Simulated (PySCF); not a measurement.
## C₆ coefficients of unlike pairs at PBE

Calculated with PySCF 2.14 from the dipole response of each species, C₆(A,B) = (3/π) ∫ α_A(iu) α_B(iu) du, in atomic units, from isotropic polarisabilities. For ions this is the dispersion term alone; charge-induced terms of lower order in 1/R come first.

```json
{"species": "Zr²⁺", "configuration": "[Kr] 4d2 (3F)", "basis": "aug-cc-pVDZ-PP with ECP28MDF (5s5p4d2f)", "relativity": "core potential", "α (bohr³)": "12.89", "C₆ (like pair)": "62.46"}
{"species": "P⁺", "configuration": "[Ne] 3s2 3p2 (3P)", "basis": "aug-cc-pwCVTZ (8s7p5d3f)", "relativity": "none", "α (bohr³)": "14.46", "C₆ (like pair)": "74.68"}
{"species": "Sb", "configuration": "[Kr] 4d10 5s2 5p3 (4S)", "basis": "aug-cc-pVQZ-PP with one added diffuse shell each of s, p, d, f, g type with ECP28MDF (8s8p6d4f3g)", "relativity": "core potential", "α (bohr³)": "48.12", "C₆ (like pair)": "527.4"}
{"species": "Cs⁺", "configuration": "[Xe] (1S)", "basis": "aug-cc-pwCVTZ-X2C (11s10p8d4f)", "relativity": "spin-free X2C", "α (bohr³)": "16.31", "C₆ (like pair)": "140.0"}
```

Task: Estimate C₆ for Cs⁺ with P⁺.

Result: The integral gives 100.3. The combination rule 2 C_A C_B / (C_A α_B/α_A + C_B α_A/α_B) gives 100.4 and the geometric mean 102.3.

No spin-orbit coupling is included.

The other pairs:

```json
{"pair": "Cs⁺, Zr²⁺", "C₆": "93.02"}
{"pair": "Sb, Zr²⁺", "C₆": "174.1"}
{"pair": "P⁺, Zr²⁺", "C₆": "67.27"}
{"pair": "Cs⁺, Sb", "C₆": "255.1"}
{"pair": "Sb, P⁺", "C₆": "195.3"}
```
